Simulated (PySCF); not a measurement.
HO4Re, SMILES [O]=[Re](=[O])(=[O])[OH], multiplicity 1.

The structure is a stationary point at PBE0-D3(BJ)/def2-SVP. A frequency run showed that this geometry is not a minimum. The spin state was assumed, not searched. The isomer is the one that the SMILES or the coordinates give; other isomers of the formula were not compared. The def2 effective core potentials stand for the cores of Re; spin–orbit coupling is left out. One conformer was computed; it need not be the lowest.

These are PBE0-D3(BJ)/def2-SVP run with PySCF 2.14.0 values and carry that method's errors.

Frequencies are harmonic and unscaled.

Modes within 1.5 cm⁻¹ of each other (mostly degenerate sets) share a row, with their intensities summed.

```tsv
mode	ν (cm⁻¹)	IR (km/mol)	Raman (Å⁴/amu)	depolarisation	moving atoms (share of kinetic energy)
1–2	444i	396.6	5.1	0.75	H 85 %, O 14 %
3–4	251	0.3	6.0	0.75	O 82 %, Re 9 %, H 8 %
5	330	12.5	1.0	0.75	O 87 %, Re 13 %
6–7	358	8.7	8.1	0.75	O 95 %
8	825	136.7	5.1	0.14	O 84 %, Re 10 %
9–10	1027	370.9	12.1	0.75	O 89 %, Re 11 %
11	1066	33.3	32.4	0.00	O 97 %
12	4013	615.7	160.4	0.32	H 94 %
```
